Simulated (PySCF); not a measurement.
# Reading the logs of faulty runs: GeH5O2Si cation

Calculated results; nothing here was measured. They come from PySCF 2.14.0, an open-source quantum chemistry program, on an isolated molecule that a program drew, which may never have been made. The molecule is GeH5O2Si cation (charge +1, singlet), drawn as the SMILES string `O[SiH+][GeH2][OH]`.

Each row is a Hartree-Fock (HF) and frozen-core CCSD(T) single point in the cc-pV(D+d)Z basis, meant for a local HF minimum. Run 1 is clean. Each other run has one planted mistake out of seven kinds, and not every kind appears here: one electron removed, one electron added, multiplicity raised by two, geometry at a saddle point, minimal basis STO-3G, one bond length entered in bohr, all coordinates scaled. The reference is restricted for singlets and unrestricted otherwise, and also for a bond in bohr. Adding or removing an electron swaps singlet and doublet. Electrons count all cores. HOMO and LUMO are orbital energies over both spins, the gradient is its largest component, and the lowest frequency (negative if imaginary) is given only where the gradient is small. Bond lengths are over the 8 bonds as drawn. T1 is the CCSD diagnostic: over 0.02 (restricted) or 0.045 (unrestricted) a single reference is doubtful. Germanium has the cc-pVDZ-PP basis, with a core potential (ECP10MDF) in place of its 10 inner electrons, and its 3s, 3p and 3d shells are frozen in CCSD(T).

Geometry of the clean run:
```xyz
9
GeH5O2Si cation, angstrom
O    -0.8819    0.6715   -0.0497
Si    0.6985    0.6989   -0.0112
Ge    1.7011   -0.8880   -1.5736
O     0.0505   -1.3456   -2.0393
H    -1.3431    0.0772   -0.6409
H     1.1936    1.6761    0.9584
H     2.4644   -0.1523   -2.6554
H     2.4502   -1.9680   -0.8209
H    -0.0781   -2.0148   -2.7020
```

```
run  electrons  basis functions  <S^2>  HOMO (eV)  LUMO (eV)  gradient (hartree/bohr)  lowest frequency (cm^-1)  mean bond (Å)  longest bond (Å)      T1  HF (hartree)  CCSD(T) (hartree)                     mistake
  1         66               99  0.000     -16.80      -4.59                  1.5e-05                        83         1.5247             2.442  0.0165    -734.74375         -735.34435                    no fault
  2         66               99  2.010     -12.87      -8.17                  4.0e-02                         -         1.5247             2.442  0.0236    -734.60100         -735.19554  multiplicity raised by two
  3         67               99  0.777      -6.28       2.56                  6.2e-02                         -         1.5247             2.442  0.0150    -734.94252         -735.55184          one electron added
  4         65               99  0.773     -22.88     -14.93                  7.3e-02                         -         1.5247             2.442  0.0325    -734.16080         -734.75400                           ?
```

**Which mistake was planted in run 4, and what did it cost?**

It counts 65 electrons, one fewer than the clean run, at the same geometry and basis. So the mistake is: one electron removed. Subtracting run 1 and multiplying by 627.51 kcal/mol a hartree, the energy moved by 365.8 kcal/mol in HF and 370.5 kcal/mol in CCSD(T).

